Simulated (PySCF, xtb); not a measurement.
Si(H)3(OMe) (CH6OSi), SMILES CO[SiH3].

GFN2-xTB in xtb at its own geometry gives an orbital gap of 6.53 eV and a dipole moment of 1.29 D.

Geometry: B3LYP-D3(BJ)/def2-TZVP.

What does PBE0/def2-TZVPD in PySCF give? (The exact figures need the calculation; the answer reports its results.)

gap 8.23 eV (levels -8.20 and 0.03 eV), dipole 1.11 D.
